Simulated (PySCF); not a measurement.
NSi, SMILES N#[Si], multiplicity 2. Atoms are numbered in the order given.

```xyz
2

Si     0.0000     0.0000    -0.5266
N      0.0000     0.0000     1.0532
```
Charge 0, spin multiplicity 2.

Geometry: PBE-D3(BJ)/def2-TZVPD.

Computed with PBE-D3(BJ)/def2-TZVPD in PySCF.

Frequencies are harmonic and unscaled.

Computed vibrational spectrum:
```tsv
mode	ν (cm⁻¹)	IR (km/mol)	moving atoms (share of kinetic energy)
1	1150	14.8	N 67 %, Si 33 %
```
